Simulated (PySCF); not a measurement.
## ORD: `F[C@H]1CC[S@@+]1[AlH3-]`, C3H8AlFS

Molfile (atoms numbered from 1):
```
C3H8AlFS
     RDKit          3D

 14 14  0  0  0  0  0  0  0  0999 V2000
    0.3368   -1.8208   -0.3086 F   0  0  0  0  0  0  0  0  0  0  0  0
   -0.4048   -0.8812   -0.9652 C   0  0  1  0  0  0  0  0  0  0  0  0
   -1.4370   -0.1981   -0.0731 C   0  0  0  0  0  0  0  0  0  0  0  0
   -0.7357    1.1603   -0.0052 C   0  0  0  0  0  0  0  0  0  0  0  0
    0.5546    0.6508   -1.1962 S   0  0  0  0  0  0  0  0  0  0  0  0
    1.9487   -0.0518    0.7826 Al  0  0  0  0  0  4  0  0  0  0  0  0
   -0.7524   -1.3374   -1.8955 H   0  0  0  0  0  0  0  0  0  0  0  0
   -2.4206   -0.1533   -0.5376 H   0  0  0  0  0  0  0  0  0  0  0  0
   -1.5152   -0.6947    0.8941 H   0  0  0  0  0  0  0  0  0  0  0  0
   -1.3097    2.0054   -0.3763 H   0  0  0  0  0  0  0  0  0  0  0  0
   -0.2959    1.3953    0.9690 H   0  0  0  0  0  0  0  0  0  0  0  0
    0.9027   -0.5576    1.8394 H   0  0  0  0  0  0  0  0  0  0  0  0
    2.8486   -0.9986   -0.0697 H   0  0  0  0  0  0  0  0  0  0  0  0
    2.2793    1.4813    0.9203 H   0  0  0  0  0  0  0  0  0  0  0  0
  1  2  1  0
  2  3  1  0
  3  4  1  0
  4  5  1  0
  5  6  1  1
  5  2  1  0
  2  7  1  6
  3  8  1  0
  3  9  1  0
  4 10  1  0
  4 11  1  0
  6 12  1  0
  6 13  1  0
  6 14  1  0
M  CHG  2   5   1   6  -1
M  END
```

Computed with PySCF 2.14.0, TDDFT CAM-B3LYP/def2-SVPD circular dichroism and optical rotation, one conformer, gas phase. Geometry: GFN2-xTB.

Stereocentres: C2 R, S5 R.

Task: Give the optical rotatory dispersion at 633, 589.3, 546, 436, 405, 365, 355 nm.

Result: [α] in deg dm⁻¹ (g/mL)⁻¹:
```
λ (nm)  origin-invariant length gauge  modified velocity gauge  length gauge (centre of mass)  isotropic polarisability (au)
   633                         -120.4                   -129.0                         -119.8                           86.7
 589.3                         -141.8                   -151.9                         -141.0                           87.0
   546                         -169.4                   -181.6                         -168.4                           87.5
   436                         -295.4                   -316.8                         -293.5                           89.6
   405                         -359.3                   -385.5                         -356.9                           90.6
   365                         -481.6                   -517.2                         -478.2                           92.3
   355                         -522.9                   -561.8                         -519.1                           92.8
```

Task: And for the mirror image at 589.3 nm?

Result: +141.8 deg dm⁻¹ (g/mL)⁻¹ (origin-invariant length gauge): the same size and the opposite sign.

Task: What is the molar rotation [Φ] = [α]·M/100 of the geometry above at 589.3 nm?

Result: With M = 122.14 g/mol, -173.2 deg cm² dmol⁻¹ (origin-invariant length gauge).

The first excitation lies at 5.55 eV (224 nm) with R = -0.3 × 10⁻⁴⁰ esu² cm² (velocity form).
